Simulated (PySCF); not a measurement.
Problem. What does the PBE0-D3(BJ)/def2-SVP structure of `[GeH3][C]#[C][GeH3]` look like in three dimensions?

Solution. 
```xyz
10
C2H6Ge2 angstrom
Ge     2.357   -0.233    0.234
C      0.462   -0.118    0.114
C     -0.756   -0.045    0.036
Ge    -2.650    0.068   -0.089
H      2.751   -1.695    0.487
H      2.834    0.651    1.396
H      2.966    0.259   -1.087
H     -3.257   -0.268    1.281
H     -3.035    1.497   -0.501
H     -3.138   -0.935   -1.144
```

Orientation and origin are arbitrary. Atoms count from 1 in this order. The 4 heavy atoms lie on one line within 0.05 Å. Ge1 (germanium bonded to C and 3 H) is tetrahedral (angles from 108.8° to 110.1°).

Bonds between heavy atoms (Å): Ge1–C2 1.901, C2≡C3 1.223, C3–Ge4 1.902.

Level of theory: PySCF 2.14.0, PBE0-D3(BJ)/def2-SVP geometry optimisation, gas phase.

Point group: near D3d, missed by 0.16 Å at most; the miss may be what the optimiser left on a soft mode (D3 holds within 0.08 Å). PBE0-D3(BJ)/def2-SVP frequencies: not computed here.

On Arm Neoverse V1, one thread, on a shared host, this took 49 s of wall time and 0.50 GiB of memory at its peak. That covers the optimisation of the geometry.
